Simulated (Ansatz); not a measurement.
Ansatz (an electronic-structure program) input:

Ansatz 0.2 input:
```yaml
crystal:
  periodic: [false, false, false]
  atoms:
    - {symbol: B, position_ang: [0.17400691, -0.05076612, -0.13535658]}
    - {symbol: H, position_ang: [-0.03736132, -0.39695810, 1.04607708]}
    - {symbol: H, position_ang: [-0.83267324, 0.65078873, -0.36929415]}
basis:
  gaussian:
    orbitals: aug-cc-pVDZ
total_charge: -1
magnetization: {spin_polarized: false}
correlation: {method: ccsd_t, electrons: outside_noble_gas}
output: {forces: true}
```

**Question.** Which total energy does the run end on?

**Answer.** -25.84915 Eh (CCSD(T)/aug-cc-pVDZ). The basis has 41 functions.
